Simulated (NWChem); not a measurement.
System: C$_{2}$H$_{6}$BCl$_{2}$N; SMILES CN(B(Cl)Cl)C

The following NWChem deck was run.

```
start job
memory heap 200 mb stack 900 mb global 1100 mb
geometry units angstroms noautoz
  B      0.000000     0.000000    -0.318446
  Cl     0.000000    -1.517936    -1.261167
  Cl     0.000000     1.517936    -1.261167
  N      0.000000     0.000000     1.076095
  C      0.000000    -1.212423     1.894750
  C      0.000000     1.212423     1.894750
  H      0.888245    -1.232100     2.539712
  H     -0.888245    -1.232100     2.539712
  H      0.000000    -2.102904     1.268798
  H     -0.888245     1.232100     2.539712
  H      0.888245     1.232100     2.539712
  H      0.000000     2.102904     1.268798
end
basis spherical
  B library cc-pvdz
  Cl library cc-pvdz
  N library cc-pvdz
  C library cc-pvdz
  H library cc-pvdz
end
dft
  xc hfexch
  iterations 150
  mulliken
end
task dft energy
```

Parts of the log:

```
             Northwest Computational Chemistry Package (NWChem) 7.3.0
             --------------------------------------------------------

 C2V symmetry detected

                             Geometry "geometry" -> ""
                             -------------------------

 Output coordinates in angstroms (scale by  1.889725989 to convert to a.u.)

  No.       Tag          Charge          X              Y              Z
 ---- ---------------- ---------- -------------- -------------- --------------
    1 B                    5.0000     0.00000000     0.00000000    -0.29491789
    2 Cl                  17.0000     0.00000000    -1.51793600    -1.23763889
    3 Cl                  17.0000     0.00000000     1.51793600    -1.23763889
    4 N                    7.0000     0.00000000     0.00000000     1.09962311
    5 C                    6.0000     0.00000000    -1.21242300     1.91827811
    6 C                    6.0000     0.00000000     1.21242300     1.91827811
    7 H                    1.0000     0.88824500    -1.23210000     2.56324011
    8 H                    1.0000    -0.88824500    -1.23210000     2.56324011
    9 H                    1.0000     0.00000000    -2.10290400     1.29232611
   10 H                    1.0000    -0.88824500     1.23210000     2.56324011
   11 H                    1.0000     0.88824500     1.23210000     2.56324011
   12 H                    1.0000     0.00000000     2.10290400     1.29232611

 Effective nuclear repulsion energy (a.u.)     340.7642825723

      Symmetry information
      --------------------

 Group name             C2v
 Group number             16
 Group order               4
 No. of unique centers     6

  xc_inp: hfexch multiplicative factor not found.

                                 NWChem DFT Module
                                 -----------------

 Summary of "ao basis" -> "ao basis" (spherical)
 ------------------------------------------------------------------------------
       Tag                 Description            Shells   Functions and Types
 ---------------- ------------------------------  ------  ---------------------
 B                          cc-pvdz                  6       14   3s2p1d
 Cl                         cc-pvdz                  8       18   4s3p1d
 N                          cc-pvdz                  6       14   3s2p1d
 C                          cc-pvdz                  6       14   3s2p1d
 H                          cc-pvdz                  3        5   2s1p

      Symmetry analysis of basis
      --------------------------

        a1         46
        a2         17
        b1         21
        b2         38

            General Information
            -------------------
          SCF calculation type: DFT
          Wavefunction type:  closed shell.
          No. of atoms     :    12
          No. of electrons :    64
           Alpha electrons :    32
            Beta electrons :    32
          Charge           :     0
          Spin multiplicity:     1
          Use of symmetry is: on ; symmetry adaption is: on
          Maximum number of iterations: 150
          AO basis - number of functions:   122
                     number of shells:    58
          Convergence on energy requested:  1.00D-06
          Convergence on density requested:  1.00D-05
          Convergence on gradient requested:  5.00D-04

              XC Information
              --------------
                     Hartree-Fock (Exact) Exchange  1.000

      Superposition of Atomic Density Guess
      -------------------------------------

 Sum of atomic energies:       -1076.11102902

      Non-variational initial energy
      ------------------------------

 Total energy =   -1079.123280
 1-e energy   =   -2158.474217
 2-e energy   =     738.586655
 HOMO         =      -0.286599
 LUMO         =       0.084684

      Symmetry analysis of molecular orbitals - initial
      -------------------------------------------------

  Numbering of irreducible representations:

     1 a1          2 a2          3 b1          4 b2

  Orbital symmetries:

     1 a1          2 b2          3 a1          4 a1          5 b2
     6 a1          7 b2          8 a1          9 b2         10 a1
    11 b2         12 b1         13 a2         14 a1         15 a1
    16 a1         17 b2         18 b2         19 a1         20 a1
    21 a1         22 b2         23 b1         24 b2         25 b1
    26 a2         27 a1         28 b2         29 a1         30 a2
    31 b2         32 b1         33 b1         34 a1         35 a1
    36 b2         37 a1         38 b1         39 b2         40 a1
    41 a2         42 b2

     ---------------------------------------------
      Total Density - Mulliken Population Analysis
     ---------------------------------------------

    Atom       Charge   Shell Charges
 -----------   ------   -------------------------------------------------------
    1 B    5     4.41   2.00  0.62  0.27  1.11  0.20  0.21
    2 Cl  17    17.30   2.00  2.01  0.95  0.94  6.00  3.14  2.25  0.02
    3 Cl  17    17.30   2.00  2.01  0.95  0.94  6.00  3.14  2.25  0.02
    4 N    7     7.40   2.00  0.77  0.68  2.45  1.46  0.03
    5 C    6     6.04   2.00  0.71  0.41  1.93  0.92  0.06
    6 C    6     6.04   2.00  0.71  0.41  1.93  0.92  0.06
    7 H    1     0.92   0.69  0.21  0.03
    8 H    1     0.92   0.69  0.21  0.03
    9 H    1     0.92   0.68  0.20  0.03
   10 H    1     0.92   0.69  0.21  0.03
   11 H    1     0.92   0.69  0.21  0.03
   12 H    1     0.92   0.68  0.20  0.03

   convergence    iter        energy       DeltaE   RMS-Dens  Diis-err
 ---------------- ----- ----------------- --------- --------- ---------
 d= 0,ls=0.0,diis     1  -1077.4394237883 -1.42D+03  4.20D-03  3.77D-01
 d= 0,ls=0.0,diis     2  -1077.4985033555 -5.91D-02  1.36D-03  5.85D-02
 d= 0,ls=0.0,diis     3  -1077.5068445607 -8.34D-03  5.31D-04  6.23D-03
 d= 0,ls=0.0,diis     4  -1077.5079705303 -1.13D-03  8.26D-05  1.13D-04
 d= 0,ls=0.0,diis     5  -1077.5079957332 -2.52D-05  3.27D-05  1.27D-05
  Resetting Diis
 d= 0,ls=0.0,diis     6  -1077.5079993810 -3.65D-06  1.17D-05  1.10D-06
 d= 0,ls=0.0,diis     7  -1077.5079997602 -3.79D-07  2.96D-06  9.95D-08

         Total DFT energy =    -1077.507999760154
      One electron energy =    -2162.397821009730
           Coulomb energy =      822.385289475426
    Exchange-Corr. energy =      -78.259750798120
 Nuclear repulsion energy =      340.764282572270

 Numeric. integr. density =        0.000000000000

                  Occupations of the irreducible representations
                  ----------------------------------------------

                     irrep           alpha         beta
                     --------     --------     --------
                     a1               14.0         14.0
                     a2                3.0          3.0
                     b1                4.0          4.0
                     b2               11.0         11.0

                       DFT Final Molecular Orbital Analysis
                       ------------------------------------

 Vector   30  Occ=2.000000D+00  E=-4.540102D-01  Symmetry=a2
              MO Center= -2.0D-16, -2.0D-14, -1.2D+00, r^2= 3.4D+00
   Bfn.  Coefficient  Atom+Function         Bfn.  Coefficient  Atom+Function
  ----- ------------  ---------------      ----- ------------  ---------------
    22      0.427844   2 Cl px               40     -0.427844   3 Cl px
    25      0.353978   2 Cl px               43     -0.353978   3 Cl px
    10     -0.043798   1 B  d -2

 Vector   31  Occ=2.000000D+00  E=-4.349217D-01  Symmetry=b2
              MO Center= -1.9D-17, -1.2D-14, -1.1D+00, r^2= 3.9D+00
   Bfn.  Coefficient  Atom+Function         Bfn.  Coefficient  Atom+Function
  ----- ------------  ---------------      ----- ------------  ---------------
    23      0.313116   2 Cl py               41      0.313116   3 Cl py
    24     -0.302495   2 Cl pz               42      0.302495   3 Cl pz
    26      0.252397   2 Cl py               27     -0.252260   2 Cl pz
    44      0.252397   3 Cl py               45      0.252260   3 Cl pz
   103      0.061545   9 H  s               118     -0.061545  12 H  s

 Vector   32  Occ=2.000000D+00  E=-3.915655D-01  Symmetry=b1
              MO Center=  9.6D-16,  1.2D-15,  9.1D-01, r^2= 3.2D+00
   Bfn.  Coefficient  Atom+Function         Bfn.  Coefficient  Atom+Function
  ----- ------------  ---------------      ----- ------------  ---------------
    54      0.463443   4 N  px               57      0.397902   4 N  px
    22     -0.179931   2 Cl px               40     -0.179931   3 Cl px
    25     -0.172441   2 Cl px               43     -0.172441   3 Cl px
     4      0.149660   1 B  px               93     -0.135905   7 H  s
    98      0.135905   8 H  s               108      0.135905  10 H  s

 Vector   33  Occ=0.000000D+00  E= 1.531284D-01  Symmetry=b1
              MO Center= -2.1D-14,  8.2D-15, -1.3D-02, r^2= 4.1D+00
   Bfn.  Coefficient  Atom+Function         Bfn.  Coefficient  Atom+Function
  ----- ------------  ---------------      ----- ------------  ---------------
     7      0.848982   1 B  px                4      0.453206   1 B  px
    94      0.332671   7 H  s                99     -0.332671   8 H  s
   109     -0.332671  10 H  s               114      0.332671  11 H  s
    25     -0.325653   2 Cl px               43     -0.325653   3 Cl px
    57     -0.327097   4 N  px               71     -0.257739   5 C  px

 Vector   34  Occ=0.000000D+00  E= 1.717879D-01  Symmetry=a1
              MO Center=  1.6D-14,  8.5D-17,  2.5D+00, r^2= 6.1D+00
   Bfn.  Coefficient  Atom+Function         Bfn.  Coefficient  Atom+Function
  ----- ------------  ---------------      ----- ------------  ---------------
    67      1.438779   5 C  s                81      1.438779   6 C  s
    94     -0.818618   7 H  s                99     -0.818618   8 H  s
   109     -0.818618  10 H  s               114     -0.818618  11 H  s
     3     -0.463107   1 B  s                73      0.404861   5 C  pz
    87      0.404861   6 C  pz              104     -0.304047   9 H  s

 Vector   35  Occ=0.000000D+00  E= 2.216004D-01  Symmetry=b2
              MO Center=  3.7D-16, -1.2D-14,  2.1D+00, r^2= 7.7D+00
   Bfn.  Coefficient  Atom+Function         Bfn.  Coefficient  Atom+Function
  ----- ------------  ---------------      ----- ------------  ---------------
    67      1.749626   5 C  s                81     -1.749626   6 C  s
    94     -0.828555   7 H  s                99     -0.828555   8 H  s
   109      0.828555  10 H  s               114      0.828555  11 H  s
   104     -0.556305   9 H  s               119      0.556305  12 H  s
     8      0.358144   1 B  py               58      0.343586   4 N  py

     ---------------------------------------------
      Total Density - Mulliken Population Analysis
     ---------------------------------------------

    Atom       Charge   Shell Charges
 -----------   ------   -------------------------------------------------------
    1 B    5     4.68   2.00  0.60  0.17  1.46  0.17  0.28
    2 Cl  17    17.21   2.00  2.01  0.92  0.97  6.00  3.06  2.23  0.03
    3 Cl  17    17.21   2.00  2.01  0.92  0.97  6.00  3.06  2.23  0.03
    4 N    7     7.38   2.00  0.72  0.72  2.42  1.47  0.04
    5 C    6     5.90   2.00  0.65  0.36  2.00  0.81  0.09
    6 C    6     5.90   2.00  0.65  0.36  2.00  0.81  0.09
    7 H    1     0.96   0.76  0.17  0.03
    8 H    1     0.96   0.76  0.17  0.03
    9 H    1     0.93   0.75  0.15  0.03
   10 H    1     0.96   0.76  0.17  0.03
   11 H    1     0.96   0.76  0.17  0.03
   12 H    1     0.93   0.75  0.15  0.03

     -------------------------------------------
      Total Density - Lowdin Population Analysis
     -------------------------------------------

    Atom       Charge   Shell Charges
 -----------   ------   -------------------------------------------------------
    1 B    5     5.57   1.87  0.53  0.33  1.36  0.82  0.67
    2 Cl  17    16.84   2.00  1.77  1.01  0.87  5.96  2.93  2.27  0.03
    3 Cl  17    16.84   2.00  1.77  1.01  0.87  5.96  2.93  2.27  0.03
    4 N    7     6.91   1.89  0.64  0.46  2.24  1.59  0.08
    5 C    6     5.99   1.87  0.55  0.37  1.81  1.17  0.21
    6 C    6     5.99   1.87  0.55  0.37  1.81  1.17  0.21
    7 H    1     0.98   0.64  0.27  0.08
    8 H    1     0.98   0.64  0.27  0.08
    9 H    1     0.97   0.63  0.26  0.08
   10 H    1     0.98   0.64  0.27  0.08
   11 H    1     0.98   0.64  0.27  0.08
   12 H    1     0.97   0.63  0.26  0.08

     Multipole analysis of the density
     ---------------------------------

     L   x y z        total         alpha         beta         nuclear
     -   - - -        -----         -----         ----         -------
     0   0 0 0     -0.000000    -32.000000    -32.000000     64.000000

     1   1 0 0      0.000000      0.000000      0.000000      0.000000
     1   0 1 0     -0.000000     -0.000000     -0.000000     -0.000000
     1   0 0 1      1.339260      0.669630      0.669630      0.000000

     2   2 0 0    -37.584804    -24.427393    -24.427393     11.269982
     2   1 1 0     -0.000000     -0.000000     -0.000000      0.000000
     2   1 0 1      0.000000      0.000000      0.000000      0.000000
     2   0 2 0    -38.030885   -217.025131   -217.025131    396.019377
     2   0 1 1      0.000000      0.000000      0.000000      0.000000
     2   0 0 2    -36.436076   -258.831145   -258.831145    481.226215
```

Level: Hartree-Fock/cc-pVDZ. The geometry was optimised at B3LYP/6-31G* (spherical d).
